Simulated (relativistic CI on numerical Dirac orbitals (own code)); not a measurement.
## Level scheme of Er15+

Computed by Dirac-Coulomb-Breit CI, separate exchange-only KLI orbitals for each configuration, QED by a radiative potential, unscaled Slater integrals (own radial code, finite nucleus).

CI space (outside the closed core [Ar] 3d10 4p6 4d10): 4s²4f⁷, 4s²4f⁵5s², 4s²4f⁶6s, 4s4f⁸, 4f⁹. Levels of other configurations are missing.

The lowest level is 4s²4f⁷ ⁸S°7/2, with 96 % of that term; Hund's rules for 4s²4f⁷ give ⁸S° with J = 7/2, in agreement.

| No. | Configuration | Term | J | E (cm⁻¹) | % | Next component (%) | jj configuration (%) |
| --- | --- | --- | --- | --- | --- | --- | --- |
| 1 | 4s²4f⁷ | ⁸S° | 7/2 | 0.0 | 96 | 4 ⁶P° | 4f5/2^3 4f7/2^4 (33) |
| 2 | 4s²4f⁷ | ⁶P° | 7/2 | 55258.3 | 68 | 15 ⁶D° | 4f5/2^5 4f7/2^2 (33) |
| 3 | 4s²4f⁷ | ⁶P° | 5/2 | 56752.1 | 79 | 16 ⁶D° | 4f5/2^4 4f7/2^3 (44) |
| 4 | 4s²4f⁷ | ⁶P° | 3/2 | 58098.6 | 87 | 10 ⁶D° | 4f5/2^4 4f7/2^3 (39) |
| 5 | 4s²4f⁷ | ⁶I° | 7/2 | 61038.9 | 89 | 10 ⁴H° | 4f5/2^4 4f7/2^3 (32) |
| 6 | 4s²4f⁷ | ⁶I° | 17/2 | 61695.8 | 94 | 6 ⁴K° | 4f5/2^4 4f7/2^3 (36) |
| 7 | 4s²4f⁷ | ⁶I° | 9/2 | 61889.3 | 92 | 7 ⁴H° | 4f5/2^4 4f7/2^3 (34) |
| 8 | 4s²4f⁷ | ⁶I° | 11/2 | 62530.4 | 94 | 4 ⁴H° | 4f5/2^4 4f7/2^3 (40) |
| 9 | 4s²4f⁷ | ⁶I° | 15/2 | 62666.8 | 96 | 3 ⁴K° | 4f5/2^3 4f7/2^4 (41) |
| 10 | 4s²4f⁷ | ⁶I° | 13/2 | 62836.1 | 96 | 2 ⁴H° | 4f5/2^3 4f7/2^4 (44) |
| 11 | 4s²4f⁷ | ⁶D° | 9/2 | 69396.3 | 89 | 5 ⁴F° | 4f5/2^4 4f7/2^3 (42) |
| 12 | 4s²4f⁷ | ⁶D° | 7/2 | 71783.6 | 74 | 14 ⁶P° | 4f5/2^4 4f7/2^3 (35) |
| 13 | 4s²4f⁷ | ⁶D° | 1/2 | 71876.2 | 98 | 1 ⁴P° | 4f5/2^3 4f7/2^4 (49) |
| 14 | 4s²4f⁷ | ⁶D° | 3/2 | 72399.9 | 86 | 10 ⁶P° | 4f5/2^3 4f7/2^4 (40) |
| 15 | 4s²4f⁷ | ⁶D° | 5/2 | 72607.5 | 76 | 16 ⁶P° | 4f5/2^3 4f7/2^4 (35) |
| 16 | 4s²4f⁷ | ⁶G° | 7/2 | 85199.8 | 15 | 15 ⁴D° | 4f7/2 (46) |
| 17 | 4s²4f⁷ | ⁶G° | 5/2 | 87351.8 | 30 | 18 ⁴D° | 4f5/2^5 4f7/2^2 (55) |
| 18 | 4s²4f⁷ | ⁶G° | 11/2 | 88298.9 | 44 | 38 ⁶F° | 4f5/2^4 4f7/2^3 (50) |
| 19 | 4s²4f⁷ | ⁶G° | 9/2 | 88399.7 | 47 | 26 ⁶F° | 4f5/2^5 4f7/2^2 (41) |
| 20 | 4s²4f⁷ | ⁶G° | 3/2 | 89671.0 | 35 | 25 ⁶F° | 4f5/2^4 4f7/2^3 (62) |
| 21 | 4s²4f⁷ | ⁶G° | 7/2 | 91653.0 | 36 | 24 ⁶F° | 4f5/2^4 4f7/2^3 (39) |
| 22 | 4s²4f⁷ | ⁶G° | 13/2 | 92372.0 | 79 | 12 ⁴H° | 4f5/2^4 4f7/2^3 (40) |
| 23 | 4s²4f⁷ | ⁶F° | 1/2 | 92407.9 | 56 | 37 ⁴D° | 4f5/2^3 4f7/2^4 (43) |
| 24 | 4s²4f⁷ | ⁴N° | 17/2 | 92659.2 | 64 | 15 ²M° | 4f5/2^5 4f7/2^2 (47) |
| 25 | 4s²4f⁷ | ⁴H° | 9/2 | 94350.6 | 25 | 23 ⁴G° | 4f5/2^5 4f7/2^2 (41) |
| 26 | 4s²4f⁷ | ⁴N° | 23/2 | 95018.4 | 92 | 7 ²O° | 4f5/2^4 4f7/2^3 (52) |
| 27 | 4s²4f⁵5s² | ⁶H° | 5/2 | 95037.6 | 31 | 24 4s²4f⁷ ⁶F° | 4f5/2^4 4f7/2^3 (34) |
| 28 | 4s²4f⁷ | ⁴N° | 19/2 | 95239.6 | 83 | 7 ⁴L° | 4f5/2^4 4f7/2^3 (64) |
| 29 | 4s²4f⁷ | ⁴D° | 5/2 | 96063.3 | 43 | 24 ⁶G° | 4f5/2^4 4f7/2^3 (43) |
| 30 | 4s²4f⁷ | ⁶G° | 3/2 | 96116.7 | 48 | 29 ⁶F° | 4f5/2^3 4f7/2^4 (49) |

Energies count from the lowest computed level; ° marks odd parity. Filled j subshells are mostly left out of the jj labels.

The mean weight of the leading LS term, summed over parents, in these 30 levels is 68 %, and that of the leading jj configuration (from the same eigenvectors) 43 %, so LS coupling describes them better.

At this charge transitions that keep the count of f electrons are usually good to a few per cent. Terms inside the open d or f shell come out 10 to 20 % too wide with unscaled integrals. Levels and lines within the n = 5 or 6 shells can be off by up to 10 % or somewhat more, and those that change n by about 2 %, since core polarisation is missing. Levels that differ in their count of f electrons can be misplaced by several ten thousand cm⁻¹, since the correlation energy of f electrons is missing or only estimated; rates across such gaps can be off by orders of magnitude.

LS names give the leading component of a level, which can be under half, so a name can repeat, a term be missing and a line seem to break the LS rules.
